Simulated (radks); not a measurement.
Values are calculated unless marked as measured or tabulated.
Q: Re XX, configuration [Kr] 4d10 4f10. Level of theory: non-relativistic Kohn-Sham, LB94 model potential, spin-polarised, spherical densities, point nucleus; open shells are filled with parallel spins first (spin-orbit coupling, left out, can overturn this in heavy ions); relativity is left out, which matters for an element this heavy (a radial shooting solver on a logarithmic mesh with Libxc functionals). Some entries of the table are withheld. Estimate them.

| orbital | occ. | eigenvalue (eV) | <r^2> (bohr^2) |
|---|---|---|---|
| 1s down | 1 | -66246.43 | 0.0005440 |
| 1s up | 1 | -66246.43 | 0.0005440 |
| 2s down | 1 | -11348.16 | 0.008497 |
| 2s up | 1 | -11348.02 | 0.008497 |
| 2p down | 3 | -10911.73 | 0.006275 |
| 2p up | 3 | -10911.63 | 0.006275 |
| 3s up | 1 | -2988.225 | 0.05298 |
| 3s down | 1 | -2987.627 | 0.05292 |
| 3p up | 3 | -2783.465 | 0.04892 |
| 3p down | 3 | -2782.997 | 0.04886 |
| 3d up | 5 | -2400.393 | 0.03794 |
| 3d down | 5 | -2400.225 | 0.03789 |
| 4s up | 1 | -973.7227 | (1) |
| 4s down | 1 | -969.3168 | (2) |
| 4p up | 3 | -886.8316 | 0.2572 |
| 4p down | 3 | -882.4616 | 0.2578 |
| 4d up | 5 | (3) | 0.2676 |
| 4d down | 5 | (4) | 0.2685 |
| 4f up | 7 | -517.5983 | (5) |
| 4f down | 3 | -513.6592 | (6) |

A: 
(1) 4s up <r^2> (bohr^2): 0.2512
(2) 4s down <r^2> (bohr^2): 0.2518
(3) 4d up eigenvalue (eV): -727.8583
(4) 4d down eigenvalue (eV): -723.5698
(5) 4f up <r^2> (bohr^2): 0.2806
(6) 4f down <r^2> (bohr^2): 0.2820
